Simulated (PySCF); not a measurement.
## Excitation energy of Tb(2+) by level of theory

Tb(2+) [Xe] 4f9 (high-spin determinant) → Tb(2+) [Xe] 4f8 6s1 (8F), as a difference of total energies. Computed with PySCF 2.14 in cc-pVDZ-X2C (8s7p5d3f1g, 84 functions), with scalar relativity by spin-free X2C-1e. Correlated levels: valence: [Kr] 4d10 frozen; valence and next inner shell: [Ar] 3d10 frozen. The calculations carry no spin-orbit coupling.

```tsv
method	excitation energy (eV)
UHF	-1.043
LDA	3.304
PBE	3.282
PBE0	2.476
r2SCAN	2.899
BP86	3.437
B2PLYP	1.980
r2SCAN0	2.170
MP2 (valence)	1.584
SCS-MP2 (valence)	1.494
MP2 (valence and next inner shell)	1.837
SCS-MP2 (valence and next inner shell)	1.689
```

**Question.** How much does correlation contribute at MP2 (valence and next inner shell)?

**Answer.** 1.837 − (-1.043) = 2.880 eV, measured against UHF.

A first-order spin-orbit estimate (lowest level to lowest level, LS coupling) adds 0.204 eV.

The basis was made for the ground configuration and has no added diffuse functions, so the excitation energy can come out too high.

The determinant of the lower state mixes LS terms, which raises its energy above the lowest term, most at the Hartree-Fock and MP2 levels.
